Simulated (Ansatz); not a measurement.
Input for Ansatz (a first-principles code): U-B3LYP/cc-pVTZ on GeH4O (SMILES [OH][GeH3]), a point of a bond scan (R = 1.154 Å).

Ansatz 0.2 input:
```yaml
crystal:
  periodic: [false, false, false]
  atoms:
    - {symbol: Ge, position_ang: [-0.32903929, 0.06812490, 0.07330265]}
    - {symbol: O, position_ang: [1.35705815, -0.35716009, -0.37168713]}
    - {symbol: H, position_ang: [-0.54453814, -0.15512316, 1.58391604]}
    - {symbol: H, position_ang: [-1.18632723, -0.88517582, -0.76517759]}
    - {symbol: H, position_ang: [-0.60848715, 1.54275960, -0.28108933]}
    - {symbol: H, position_ang: [2.14316206, 0.28121997, 0.18253322]}
basis:
  gaussian:
    orbitals: cc-pVTZ
hamiltonian:
  xc: {name: B3LYP}
magnetization: {spin_polarized: true, initial_magnetization: 0}
```

Program output:

```
WARN ansatz: RAYON_NUM_THREADS=1 ignored (pool sized by the plan → 1); use --threads N
Functional definition: B3LYP
integrals: 0.04 GiB planned
821 factors; their error is unknown
mean field: 0.57 GiB planned
mean field evaluation 1: about -58628.1229 eV, gradient 4.0e1 eV
mean field evaluation 2: about -58605.3526 eV, gradient 8.4e1 eV
mean field evaluation 4: about -58633.2326 eV, gradient 2.3e0 eV
mean field evaluation 8: about -58633.2476 eV, gradient 1.3e-2 eV
mean field evaluation 16: about -58633.4083 eV, gradient 2.5e-5 eV
mean field -58633.40833053 eV, -2154.7380129954 hartree, gradient 2.5e-5 eV, S^2 0.000000; 0 other end points of the search recorded, 0 dependent functions left out
reference -58633.40854643 eV, -2154.7380209296 hartree; 22, 22 occupied and 107, 107 virtual orbitals, 821 factors
Total energy: -58633.40854643 eV, -2154.7380209296 hartree
```

The calculation finished and met its thresholds.

Cost: around 2.4 core-seconds (rough).
